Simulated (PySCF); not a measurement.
## Computed properties of Ge(SH)2 (GeH₂S₂), SMILES [SH][Ge][SH]

Ge(SH)2 (GeH₂S₂), SMILES [SH][Ge][SH] (connectivity only; charge and spin as stated), neutral, multiplicity 1. Geometry: PBE0-D3(BJ)/def2-TZVP. The values are those of a single conformer. All values are computed for the isolated molecule unless a solvent is named; none is compared with measurement here.

**Structure.** The optimised structure has C2v symmetry. All 9 harmonic modes at PBE0-D3(BJ)/def2-TZVP (PySCF) are real, so it is a minimum. With heavy atoms numbered as in [Ge:1]([SH:2])[SH:4], the shortest bond between them is Ge1–S2 at 2.236 Å and the longest Ge1–S4 at 2.236 Å.

**Vibrations.** The strongest infrared lines (harmonic, unscaled, degenerate partners summed) lie at 387 cm⁻¹ (71 km/mol, S 66 %, Ge 33 %), 396 cm⁻¹ (24 km/mol, S 67 %, Ge 29 %), 390 cm⁻¹ (22 km/mol, H 99 %). The softest mode is at 144 cm⁻¹ and the zero-point energy is 12.1 kcal/mol.

**Electronic structure.** M06-2X/def2-TZVPD (PySCF) places the frontier levels at -8.15 and -1.51 eV, a gap of 6.64 eV, and gives a dipole moment of 1.93 D and a mean polarisability of 79.9 bohr³.

**Excitations.** TDDFT-M06-2X/def2-SVPD (PySCF) has S1 at 3.66 eV (339 nm, f = 0.018, weak); the most intense of the 10 singlets computed lies at 6.09 eV (f = 0.37). T1 (TDA) is at 2.42 eV. No vertical singlet excitation falls in the visible range (under 3.1 eV).

**NMR.** GIAO shifts at PBE0/pcSseg-2 (PySCF) (non-relativistic, atoms alike by connectivity averaged): ¹H at 4.4 ppm against TMS.
